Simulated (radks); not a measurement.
Q: The table gives one normalised radial function P(r) = r R(r) (large component) of Sb in [Kr] 4d10 5s2 5p3 (r in bohr). Method: Dirac Kohn-Sham, LDA (Slater exchange, Perdew-Wang correlation), spin-unpolarised, spherical densities, point nucleus; open shells fill j = l - 1/2 first; computed with a radial shooting solver on a logarithmic mesh with Libxc functionals.

r,P
0.001527,0.0000
0.001764,0.0000
0.002053,0.0000
0.002371,0.0000
0.002738,0.0000
0.003188,0.0001
0.003682,0.0001
0.004252,0.0001
0.00491,0.0002
0.005717,0.0003
0.006602,0.0004
0.007625,0.0006
0.008876,0.0010
0.01025,0.0015
0.01184,0.0022
0.01378,0.0034
0.01592,0.0050
0.01838,0.0074
0.0214,0.0110
0.02471,0.0161
0.02854,0.0232
0.03323,0.0338
0.03837,0.0478
0.04432,0.0669
0.05159,0.0939
0.05958,0.1273
0.06881,0.1697
0.08011,0.2247
0.09251,0.2862
0.1068,0.3546
0.1234,0.4258
0.1436,0.4958
0.1659,0.5469
0.1916,0.5705
0.223,0.5508
0.2576,0.4778
0.2975,0.3448
0.3463,0.1406
0.4,-0.1011
0.4619,-0.3673
0.5377,-0.6409
0.621,-0.8579
0.7172,-1.0049
0.8349,-1.0665
0.9643,-1.0366
1.114,-0.9364
1.296,-0.7807
1.497,-0.6135
1.729,-0.4506
2.013,-0.3013
2.325,-0.1904
2.685,-0.1107
3.101,-0.0586
3.61,-0.0268
4.169,-0.0113
4.814,-0.0041
5.605,-0.0012
6.473,-0.0003
7.475,-0.0001
8.703,0.0000
10.05,0.0000

Which n and l does it have? It may be an empty orbital.

A: n = 4, l = 2: the number of nodes gives n - l - 1 = 1, the rise at small r points to l (this Dirac orbital starts as r^gamma with gamma = sqrt((l + 1)^2 - (Z/c)^2) = 2.98; the j = 5/2 orbital of l + 1 starts with the same power, but with a smaller coefficient, and then steepens), and the extent must fit the shell. The curve is that of 4d5/2; the two j differ most near the nucleus, where j = l - 1/2 has the larger amplitude, and in heavy atoms j = l - 1/2 is also the more compact. 4d5/2: eigenvalue -32.761 eV, 1 radial node at r = 0.378 bohr, <r> = 1.04 bohr, 90 % of the charge inside 1.61 bohr.
